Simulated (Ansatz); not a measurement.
Consider the hydrogenolysis of a C–O bond: `NC(O)(F)O[SiH3]` + H₂ → `NC(F)O[SiH3]` + H₂O.

Calculated with Ansatz (gas phase, PBE0-D4/def2-TZVP geometries, no zero-point term in ΔE). CCSD(T)/CBS adds triple-zeta CCSD(T) − MP2 to the extrapolated MP2 energy (def2 sets, frozen cores). This one scheme is used for every species. Functionals use def2-TZVPP. B3LYP here is the variant with VWN-RPA as its local correlation; programs differ in this. One conformer a species, not always the lowest.

`NC(O)(F)O[SiH3]`:

Cartesian coordinates in Å:
```
N -1.060 1.734 -0.040
C -0.465 0.491 -0.376
O -1.326 -0.553 -0.141
F -0.189 0.556 -1.726
O 0.707 0.229 0.278
Si 1.370 -1.295 0.438
H -1.163 1.798 0.965
H -0.476 2.495 -0.360
H -2.174 -0.321 -0.534
H 2.765 -1.033 0.861
H 0.667 -2.073 1.485
H 1.344 -2.029 -0.849
```

H₂:

Z-matrix (Å, degrees):
```
H
H 1 0.746
```

`NC(F)O[SiH3]`:

```xyz
11

N     1.790    0.166    0.990
C     0.480   -0.206    0.676
F    -0.481    0.537    1.402
O     0.248    0.015   -0.653
Si   -1.258   -0.080   -1.346
H     1.980    1.115    0.696
H     1.987    0.053    1.974
H     0.289   -1.245    0.969
H    -2.062    1.138   -1.087
H    -1.000   -0.218   -2.797
H    -1.973   -1.274   -0.824
```

H₂O:

Cartesian coordinates in Å:
```
O -0.202 0.192 0.271
H 0.442 0.553 -0.341
H -0.240 -0.745 0.070
```

Problem. Is it downhill or uphill in electronic energy at CCSD(T)/CBS, and by how much? (Estimate.)

Solution. Computed: Downhill: ΔE = -44.3 kJ/mol.

Problem. What do these levels give: r2SCAN-D4, PBE0-D4, B3LYP-D4, r2SCAN, B3LYP, HF/def2-TZVPP, CCSD/def2-TZVPP, MP2/def2-QZVPP, SCS-MP2/def2-QZVPP, HF/CBS(def2), MP2/CBS(def2), CCSD/CBS(def2)? (Best estimate.)

Solution. The calculation gave: r2SCAN-D4 -31.3, PBE0-D4 -38.5, B3LYP-D4 -41.5, r2SCAN -32.4, B3LYP -48.4, HF/def2-TZVPP -44.8, CCSD/def2-TZVPP -42.4, MP2/def2-QZVPP -44.4, SCS-MP2/def2-QZVPP -46.2, HF/CBS(def2) -46.5, MP2/CBS(def2) -46.1, CCSD/CBS(def2) -47.7 kJ/mol.

Largest T1 diagnostic among the species: 0.012.

The D4 term adds +6.9 kJ/mol with B3LYP and +3.7 kJ/mol with PBE0; it sums over pairs of atoms, weighted by their polarisabilities, and B3LYP, whose exchange is more repulsive, gets the larger term. In def2-TZVPP, CCSD(T) changes the Hartree–Fock value by +5.7 kJ/mol (the triples alone add +3.3 kJ/mol) and MP2 by +3.9 kJ/mol.
